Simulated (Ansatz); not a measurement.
`BO[Si]1(O)BN1` + `FB(S)Cl` → `O[Si]1(Cl)BN1` + `BOB(F)S`  (redistribution)

Isolated molecules relaxed with PBE0-D4/def2-TZVP in Ansatz; ΔE leaves out vibrations. CBS: MP2 limit from def2 TZ/QZ plus the TZ coupled-cluster correction, frozen cores. Functionals use def2-TZVPP. One conformer a species, not always the lowest.

```tsv
species	RPA@PBE/def2-TZVPP energy (Eh)
`BO[Si]1(O)BN1`	-547.16554
`FB(S)Cl`	-983.03443
`O[Si]1(Cl)BN1`	-905.66812
`BOB(F)S`	-624.54055
```

Task: Work out ΔE.

Result: ΔE = (-905.66812) + (-624.54055) − (-547.16554) − (-983.03443) = -0.00870 Eh = -5.5 kcal/mol. CCSD(T)/CBS gives -6.8 kcal/mol.

Largest T1 diagnostic among the species: 0.014.

From BLYP to BHLYP (50 % exact exchange), in def2-TZVPP and without D4, ΔE moves by −1.2 kcal/mol. In def2-TZVPP, CCSD(T) changes the Hartree–Fock value by +2.2 kcal/mol (the triples alone add +0.3 kcal/mol) and MP2 by +2.3 kcal/mol. Leaving LDA and LC-ωPBE aside and taking each functional with its dispersion term where it has one, the values, not all of them listed here, spread over 1.2 kcal/mol, from BHLYP-D4 to BLYP-D4.
